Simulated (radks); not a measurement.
The numbers below are computed, except where a source is named.
Ionisation of neutral gadolinium, [Xe] 4f7 5d1 6s2, to [Xe] 4f7 5d1 6s1 as the strength of local exchange is varied. Code: a radial shooting solver on a logarithmic mesh with Libxc functionals. Model: Dirac Kohn-Sham, Slater X-alpha exchange (alpha = 2/3 is LDA exchange), no correlation, spin-unpolarised, spherical densities, finite nucleus; open shells fill j = l - 1/2 first; Fermi nuclear charge, rms radius 5.1569 fm.

| alpha | E(Gd) (hartree) | exchange (hartree) | IE (eV) | -e of the level emptied (eV) | <r> of it (bohr) |
|---|---|---|---|---|---|
| 0.56 | -11227.7474 | -197.3180 | 5.438 | 2.973 (6s1/2) | 4.168 |
| 0.611 | -11245.7326 | -215.6506 | 5.676 | 3.178 (6s1/2) | 4.115 |
| 0.667 | -11265.5158 | -235.8489 | 5.946 | 3.414 (6s1/2) | 4.056 |
| 0.682 | -11270.8211 | -241.2713 | 6.020 | 3.479 (6s1/2) | 4.040 |
| 0.684 | -11271.5286 | -241.9947 | 6.030 | 3.488 (6s1/2) | 4.038 |
| 0.98 | -11376.7566 | -350.0564 | 7.598 | 4.919 (6s1/2) | 3.745 |
| x | -11331.4846 | -303.4488 | 6.900 | 4.273 (6s1/2) | 3.866 |

Which alpha was used in the last row?

Answer. alpha = 0.853. NIST Atomic Spectra Database: 6.150 eV (measured). The Delta-SCF value meets it near alpha = 0.71. Spin polarisation and multiplet splitting are left out, so open shells lie too high by an amount that depends on their filling.

Beside tabulated values, note that spin-unpolarised runs miss the spin-polarisation part of the exchange energy of open shells.
